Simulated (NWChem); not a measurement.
System: Si$_{2}$H$_{4}$SF$_{2}$; SMILES [SiH](F)(S[SiH3])F

```xyz
9

Si     0.7055     1.8741    -0.1048
S     -1.1473     0.7601     0.1101
Si    -0.3664    -1.1982     0.1013
F      0.9941    -1.2156    -0.7722
F      0.0673    -1.6788     1.5768
H      1.7331     1.3613     0.8431
H      1.2059     1.8013    -1.5045
H      0.3319     3.2738     0.2369
H     -1.3354    -2.1678    -0.4425
```
Atoms are numbered in this order, from 1.

Computed with NWChem. The geometry was optimised at PBE0/def2-SVP. Level: M06-2X/def2-SVP with SMD (1 M gas to 1 M solution), gas-phase geometry. Reactions with the solvent are ignored.

For solvent benzene:

```
Quantity                                     Result
-------------------------------------------  ------
cavity-dispersion-structure term (kcal/mol)    -1.1
```

Question: How do the values read with solvent cyclohexanone instead?

Answer: The cavity-dispersion-structure term (kcal/mol) is 0.2.
